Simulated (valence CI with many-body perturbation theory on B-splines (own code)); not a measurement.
# Level structure of Pr53+

Level of theory: valence CI with perturbative core correlation (CI+MBPT): four valence electrons over a frozen Dirac-Fock core [He], a basis of 11 s, 11 p, 10 d, 8 f, 5 g, 2 h functions for each j, with the one-electron correlation potential Σ1, the two-electron term Σ2, the three-electron term Σ3, Breit, model QED; selected CI, second order for the rest, scaled by the run's own slope (own B-spline code, finite nucleus).

No measured spectrum was set against this ion. As an estimate, large intervals hold to a few tenths of a per cent, small ones and those within an open d or f shell to about a per cent. Among the levels kept, up to 850 cm⁻¹ of a level comes from second order outside the variational space, and about a tenth of that is noise between levels of different J, which matters for small intervals.

Levels 1 to 45 of 208, with energies above the lowest level, (2s^2 2p1/2^2) J=0. "Leading %" is the weight of the configuration and term that name the level; weights of strongly mixed levels are sums over their largest components and can fall short. In the jj column 3d3/2^4 stands for four electrons in 3d with j = 3/2. Lifetimes count E1, E2, E3, M1 and M2 decay at the calculated energies, and are blank where another channel may lead or the interval is too uncertain; long ones can be off by a factor of two.

```tsv
No.	Configuration	Term	J	E (eV)	Leading %	g	Lifetime	Leading jj
1	2s²2p²	³P	0	0.0	70			2s^2 2p1/2^2 (100 %)
2	2s²2p²	³P	1	498.6	100	1.480	1.25 ns	2s^2 2p1/2 2p3/2 (100 %)
3	2s²2p²	¹D	2	515.3	64	1.157	628 ns	2s^2 2p1/2 2p3/2 (100 %)
4	2s2p³	³P°	2	710.6	46	1.543	55.3 ps	2s 2p1/2^2 2p3/2 (99 %)
5	2s2p³	³D°	1	777.7	34	1.096	599 fs	2s 2p1/2^2 2p3/2 (99 %)
6	2s²2p²	³P	2	1028.5	63	1.297	318 ps	2s^2 2p3/2^2 (99 %)
7	2s²2p²	¹S	0	1074.3	69		255 ps	2s^2 2p3/2^2 (99 %)
8	2s2p³	⁵S°	2	1189.4	49	1.549	2.74 ps	2s 2p1/2 2p3/2^2 (99 %)
9	2s2p³	³D°	3	1227.4	100	1.309	2.89 ps	2s 2p1/2 2p3/2^2 (100 %)
10	2s2p³	³P°	0	1270.1	100		743 fs	2s 2p1/2 2p3/2^2 (100 %)
11	2s2p³	³S°	1	1286.9	48	1.298	387 fs	2s 2p1/2 2p3/2^2 (99 %)
12	2s2p³	¹D°	2	1297.2	73	1.064	394 fs	2s 2p1/2 2p3/2^2 (99 %)
13	2s2p³	³P°	1	1300.5	58	1.332	567 fs	2s 2p1/2 2p3/2^2 (99 %)
14	2p⁴	³P	2	1523.4	69	1.325	416 fs	2p1/2^2 2p3/2^2 (99 %)
15	2p⁴	¹S	0	1572.6	62		350 fs	2p1/2^2 2p3/2^2 (99 %)
16	2s2p³	³P°	2	1767.5	52	1.420	783 fs	2s 2p3/2^3 (99 %)
17	2s2p³	¹P°	1	1831.5	39	1.186	298 fs	2s 2p3/2^3 (99 %)
18	2p⁴	³P	1	2032.8	100	1.481	260 fs	2p1/2 2p3/2^3 (100 %)
19	2p⁴	¹D	2	2050.0	69	1.129	277 fs	2p1/2 2p3/2^3 (100 %)
20	2p⁴	³P	0	2584.2	63		197 fs	2p3/2^4 (100 %)
21	2s²2p3s	³P°	0	6162.0	99		13.1 fs	2s^2 2p1/2 3s (99 %)
22	2s²2p3s	³P°	1	6165.0	67	1.317	10.4 fs	2s^2 2p1/2 3s (99 %)
23	2s²2p3p	³D	1	6225.8	73	0.648	954 fs	2s^2 2p1/2 3p1/2 (99 %)
24	2s²2p3p	³P	0	6259.6	68		363 fs	2s^2 2p1/2 3p1/2 (99 %)
25	2s2p²3s	⁵P	1	6348.3	39	1.973	14.9 fs	2s 2p1/2^2 3s (86 %)
26	2s2p²3s	³P	0	6381.3	70		14.5 fs	2s 2p1/2^2 3s (98 %)
27	2s²2p3p	³D	2	6391.0	53	1.155	637 fs	2s^2 2p1/2 3p3/2 (99 %)
28	2s²2p3p	³P	1	6396.1	41	1.580	106 fs	2s^2 2p1/2 3p3/2 (87 %)
29	2s2p²3p	³P°	1	6421.1	31	1.365	3.17 fs	2s 2p1/2^2 3p1/2 (94 %)
30	2s2p²3p	³P°	0	6422.6	48		302 fs	2s 2p1/2^2 3p1/2 (98 %)
31	2s²2p3d	³F°	2	6441.8	74	0.751	9.66 fs	2s^2 2p1/2 3d3/2 (100 %)
32	2s²2p3d	³D°	1	6465.2	49	0.857	1.47 fs	2s^2 2p1/2 3d3/2 (95 %)
33	2s²2p3d	³P°	2	6494.4	47	1.282	1.66 fs	2s^2 2p1/2 3d5/2 (98 %)
34	2s²2p3d	³F°	3	6497.7	47	1.101	1.77 fs	2s^2 2p1/2 3d5/2 (100 %)
35	2s2p²3p	³P°	2	6583.4	33	1.525	93.9 fs	2s 2p1/2^2 3p3/2 (97 %)
36	2s2p²3p	³D°	1	6588.0	33	1.117	4.45 fs	2s 2p1/2^2 3p3/2 (98 %)
37	2s2p²3d	³D	1	6633.5	43	0.449	11.9 fs	2s 2p1/2^2 3d3/2 (99 %)
38	2s2p²3d	³D	2	6638.5	30	1.146	8.37 fs	2s 2p1/2^2 3d3/2 (96 %)
39	2s2p²3d	³D	3	6684.1	35	1.349	1.78 fs	2s 2p1/2^2 3d5/2 (98 %)
40	2s²2p3s	³P°	2	6689.7	98	1.481	16.7 fs	2s^2 2p3/2 3s (98 %)
41	2s²2p3s	¹P°	1	6696.3	66	1.137	8.43 fs	2s^2 2p3/2 3s (98 %)
42	2s2p²3d	³F	2	6699.4	31	1.012	1.87 fs	2s 2p1/2^2 3d5/2 (95 %)
43	2s²2p3p	³P	1	6765.9	51	1.455	308 fs	2s^2 2p3/2 3p1/2 (96 %)
44	2s²2p3p	³D	2	6768.4	45	1.165	365 fs	2s^2 2p3/2 3p1/2 (97 %)
45	2s2p²3s	⁵P	2	6823.7	85	1.740	18.8 fs	2s 2p1/2 2p3/2 3s (98 %)
```

The ionisation energy to 2s²2p ²P°1/2 of the next ion comes out as 10960 eV (NIST: 10959 ± 5 eV (theoretical)). All 208 levels together are meant to be complete up to 7941.6 eV.
